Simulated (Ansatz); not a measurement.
Species: C2H8O2Te, charge 0, multiplicity 1. SMILES: C[Te](C)(O)O
Coordinates optimised at B3LYP-D3(BJ)/def2-TZVP (Ansatz, a first-principles code):
```
Te
O 1 2.0843
H 2 0.9630 1 110.31
O 1 2.0843 2 166.39 3 180.00
H 4 0.9630 1 110.31 2 -180.00
C 1 2.1213 2 85.49 3 131.38
H 6 1.0860 1 106.95 2 145.88
H 6 1.0860 7 113.55 4 136.87
H 6 1.0874 7 110.40 8 124.60
C 1 2.1213 2 85.49 3 -131.38
H 10 1.0860 1 106.95 2 -23.91
H 10 1.0860 11 113.55 2 136.87
H 10 1.0874 11 110.40 12 124.60
```

Wanted: atomisation energy (electronic, to ground-state atoms), in kcal/mol. Correlated levels leave the core frozen unless marked. Open shells are spin-unrestricted. No spin-orbit coupling. The frozen core is the preceding noble-gas configuration, with the filled d and f shells of earlier blocks. Past Kr the def2 sets carry scalar-relativistic core potentials. STO-3G rows are all-electron and non-relativistic. The coupled-cluster limit lacks core correlation, which all-electron functionals hold. Basis-set limits of correlation are two-point, X^-3; Hartree-Fock from the larger set.

| level | program | atomisation energy (kcal/mol) |
|---|---|---|
| PBE/def2-TZVPD | Ansatz | 1080.3 |
| r2SCANh-D4/def2-TZVPD | Ansatz + dftd4 | … |
| CAM-B3LYP-D4/def2-TZVPD | Ansatz + dftd4 | 1060.5 |
| CCSD/STO-3G | Ansatz | 922.0 |
| CCSD(T)/CBS(def2-TZVPPD,def2-QZVPPD) | Ansatz | 1062.9 |

Problem. What belongs in the gaps?

Solution. 
- r2SCANh-D4/def2-TZVPD, atomisation energy (kcal/mol): 1052.0
